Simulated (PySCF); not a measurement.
**Basis-set dependence of population analyses: `FC1(F)[SiH2]C[SiH2]1`**

C2H6F2Si2.
Atom-mapped SMILES: `[F:1][C:2]1([F:3])[SiH2:4][CH2:5][SiH2:6]1` (hydrogens: H7, H8 on Si4; H9, H10 on C5; H11, H12 on Si6)

PBE0 throughout (PySCF), one geometry, spherical d and f functions. Geometry: PBE0-D3(BJ)/def2-SVP; no solvent, vibrations or thermal averaging. Atoms taken as equivalent share a column and are averaged.

Mulliken charges (e):

| basis | functions | F1/F3 | C2 | Si4/Si6 | C5 | H7/H8/H11/H12 | H9/H10 |
| --- | --- | --- | --- | --- | --- | --- | --- |
| STO-3G | 44 | -0.119 | -0.082 | +0.549 | -0.458 | -0.113 | +0.066 |
| 6-31G | 74 | -0.305 | +0.048 | +0.708 | -0.970 | -0.088 | +0.235 |
| pcSseg-0 | 74 | -0.345 | -0.222 | +0.925 | -1.453 | -0.025 | +0.307 |
| 6-31G* | 104 | -0.313 | +0.297 | +0.447 | -0.803 | -0.054 | +0.227 |
| cc-pVDZ | 122 | -0.206 | +0.136 | +0.306 | -0.370 | -0.034 | +0.084 |
| def2-SVP | 122 | -0.232 | +0.047 | +0.472 | -0.552 | -0.050 | +0.113 |
| aug-cc-pVDZ | 200 | -0.525 | +0.869 | -0.452 | +0.317 | +0.329 | -0.275 |
| 6-311+G(2d,p) | 214 | -0.279 | +0.058 | +0.523 | -0.725 | -0.042 | +0.174 |
| def2-TZVP | 234 | -0.193 | +0.239 | +0.177 | -0.488 | -0.006 | +0.153 |
| cc-pVTZ | 272 | -0.195 | +0.184 | +0.241 | -0.420 | -0.022 | +0.116 |
| IGLO-III | 288 | -0.248 | -0.061 | +0.879 | -0.885 | -0.170 | +0.182 |
| pcSseg-2 | 314 | -0.266 | +0.167 | +0.561 | -0.567 | -0.108 | +0.120 |

IAO charges (e):

```csv
basis,functions,F1/F3,C2,Si4/Si6,C5,H7/H8/H11/H12,H9/H10
STO-3G,44,-0.142,-0.161,+0.692,-0.754,-0.110,+0.128
6-31G,74,-0.272,+0.057,+0.590,-0.793,-0.064,+0.178
pcSseg-0,74,-0.258,+0.030,+0.592,-0.817,-0.060,+0.180
6-31G*,104,-0.288,+0.076,+0.695,-0.830,-0.100,+0.170
cc-pVDZ,122,-0.287,+0.084,+0.683,-0.826,-0.098,+0.170
def2-SVP,122,-0.288,+0.073,+0.703,-0.829,-0.103,+0.168
aug-cc-pVDZ,200,-0.299,+0.087,+0.690,-0.834,-0.095,+0.173
"6-311+G(2d,p)",214,-0.300,+0.071,+0.723,-0.854,-0.103,+0.175
def2-TZVP,234,-0.300,+0.074,+0.730,-0.860,-0.106,+0.175
cc-pVTZ,272,-0.298,+0.079,+0.716,-0.853,-0.103,+0.175
IGLO-III,288,-0.301,+0.070,+0.731,-0.860,-0.105,+0.176
pcSseg-2,314,-0.301,+0.074,+0.728,-0.859,-0.105,+0.175
```

Question: Which scheme is steadiest as the basis changes?

Answer: Largest range over the bases for any column: IAO 0.25 e, Mulliken 1.77 e. IAO charges move least and Mulliken charges most, counted in e. Without the minimal STO-3G basis the ranges are IAO 0.14, Mulliken 1.77 e.

Question: How much do the charges still move between the two largest bases, IGLO-III and pcSseg-2?

Answer: At most, over all atoms: Mulliken 0.318 e, IAO 0.004 e.

Question: What do the same runs give for the total energy, the frontier levels and the dipole moment?

Answer: 
```
        basis  energy (Eh)  HOMO (eV)  LUMO (eV)  μ (D)
       STO-3G    -847.4674      -3.41       6.25   1.26
        6-31G    -857.7645      -7.28      -0.23   2.84
     pcSseg-0    -856.5965      -7.41      -0.42   2.69
       6-31G*    -857.8898      -6.98      -0.17   2.40
      cc-pVDZ    -857.9387      -7.06      -0.16   2.43
     def2-SVP    -857.5390      -7.17      -0.22   2.48
  aug-cc-pVDZ    -857.9672      -7.31      -0.68   2.62
6-311+G(2d,p)    -858.0453      -7.34      -0.71   2.71
    def2-TZVP    -858.0751      -7.27      -0.53   2.57
      cc-pVTZ    -858.0638      -7.21      -0.41   2.48
     IGLO-III    -858.0813      -7.31      -0.48   2.63
     pcSseg-2    -858.0860      -7.32      -0.64   2.68
```

The dipole is fixed by the density alone, so its range of 1.58 D shows that the density itself changes with the basis, not only its division among atoms.
